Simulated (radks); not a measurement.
Species: Dy60+. Configuration: [He] 2s2 2p2. All-electron calculation, scalar-relativistic Kohn-Sham, BLYP, spin-polarised, spherical densities, finite nucleus; open shells are filled with parallel spins first (spin-orbit coupling, left out, can overturn this in heavy ions); Fermi nuclear charge, rms radius 5.2218 fm. Program: a radial shooting solver on a logarithmic mesh with Libxc functionals.

Radial electron density D(r) = 4 pi r^2 rho(r):

r (bohr),D(r) (e/bohr),spin D(r)
0.002148,15.11,0.00267
0.002365,17.37,0.00415
0.002603,19.91,0.00628
0.002865,22.75,0.00931
0.003129,25.63,0.0132
0.003444,29.08,0.0190
0.003791,32.84,0.0273
0.004173,36.93,0.0387
0.004593,41.30,0.0545
0.005056,45.94,0.0764
0.005521,50.36,0.104
0.006078,55.31,0.144
0.00669,60.29,0.198
0.007364,65.18,0.272
0.008106,69.82,0.372
0.008852,73.72,0.493
0.009744,77.40,0.667
0.01073,80.31,0.897
0.01181,82.25,1.20
0.013,83.05,1.59
0.01431,82.59,2.10
0.01562,81.02,2.68
0.0172,78.05,3.47
0.01893,73.90,4.45
0.02083,68.81,5.65
0.02293,63.12,7.09
0.02525,57.27,8.78
0.02757,52.19,10.5
0.03035,47.43,12.7
0.0334,43.91,15.0
0.03677,41.93,17.4
0.04047,41.58,19.7
0.0442,42.56,21.7
0.04865,44.66,23.5
0.05355,47.21,24.8
0.05895,49.44,25.3
0.06489,50.59,25.0
0.07142,50.03,23.7
0.07799,47.71,21.8
0.08585,43.24,19.1
0.0945,37.12,15.9
0.104,30.02,12.5
0.1145,22.74,9.29
0.126,16.04,6.45
0.1376,10.88,4.33
0.1515,6.574,2.60
0.1668,3.623,1.43
0.1836,1.806,0.714
0.2021,0.8069,0.321
0.2224,0.3197,0.128
0.2429,0.1220,0.0496
0.2674,0.03729,0.0154
0.2943,0.009796,0.00413

D(r) has 2 maxima, at r = 0.0132, 0.0665 bohr, and minima at 0.0395 bohr, inside which lie 2.22 electrons.
